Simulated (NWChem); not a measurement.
CH$_{5}$NOSi$_{2}$; SMILES O[Si@H]1N=C[SiH2]1

```xyz
10

O     -0.4850    -2.0763    -0.5235
Si     0.0007    -0.8101     0.4385
N      1.4975     0.0510    -0.0791
C      1.0691     1.2575    -0.2623
Si    -0.8507     1.3162    -0.0340
H     -0.0751    -2.9379    -0.3587
H      0.1794    -1.2883     1.8409
H      1.7811     2.0564    -0.5168
H     -1.6006     1.5381    -1.3031
H     -1.4012     2.2539     0.9898
```
Atoms are numbered in this order, from 1.

Results from NWChem. Medium grid unless said otherwise, to which SCAN and Minnesota functionals are sensitive. Geometry: optimised at B3LYP/6-31G* (spherical d).

For level M06-2X/def2-TZVP:

```
Item                         Value
---------------------------  -----
highest occupied level (eV)  -8.01
orbital gap (eV)              7.83
dipole (D)                    1.12
```

What are these values for level PBE/def2-TZVP?


| Item | Result |
|---|---|
| highest occupied level (eV) | -5.47 |
| orbital gap (eV) | 3.14 |
| dipole (D) | 0.82 |
